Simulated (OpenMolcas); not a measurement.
A calculation on Kr III.

```yaml
Program: OpenMolcas 26.06
Method: "SS-RASPT2, IPEA 0.25 Eh, imaginary shift 0.1 Eh (closed shells correlated: 3d)"
Basis: ANO-RCC-VQZP [7s6p4d2f1g]
Scalar_Hamiltonian: DKH2, point nucleus
Active_space: 6 electrons in 9 orbitals (RAS2 4s 4p; RAS3 4d, at most 2 electrons)
State_averaging: 2S+1 = 3 even, 3 roots; 2S+1 = 1 even, 7 roots; 2S+1 = 3 odd, 3 roots; 2S+1 = 1 odd, 3 roots
Spin-orbit_coupling: state interaction with AMFI integrals over the reference wave functions, term energies averaged over their components
```

(1) Which level of the active space comes out lowest?

(2) How high does 4s2 4p4 1D2 lie?

(3) How high does 4s 4p5 3P* 0 lie?

(4) How high does 4s 4p5 3P* 2 lie?

Measured values: Saloman, J. Phys. Chem. Ref. Data 36, 215 (2007).

Results:

(1) 4s2 4p4 3P2, with 97 % of that term; it is also the measured ground level.

(2) 14690 cm-1 above the lowest level; measured 14644 cm-1 above the ground level, so the calculation is off by 0 %.

(3) 121080 cm-1 above the lowest level; measured 121543 cm-1 above the ground level, so the calculation is off by 0 %.

(4) 115960 cm-1 above the lowest level; measured 115931 cm-1 above the ground level, so the calculation is off by 0 %.

CASPT2 breaks the degeneracy within a term, and the mean is taken; among the terms shown or strongly mixed into the levels shown the widest spread is 33 cm-1 (4s2 4p4 1D). The run also gave levels led by 4s2 4p3 4d, which use shells meant for correlation; these and all levels above them are left out. Some terms mix strongly with configurations of 4d, whose occupation reaches 0.25 (4s 4p5 3P*). Measured partners are found by configuration, term and J. A level has none where our copy of the source lacks it or the pairing is in doubt (some pairs that miss far off the trend of their configuration count as doubtful), and it then counts in no deviation. Only configurations of the active space appear.

* marks odd parity.
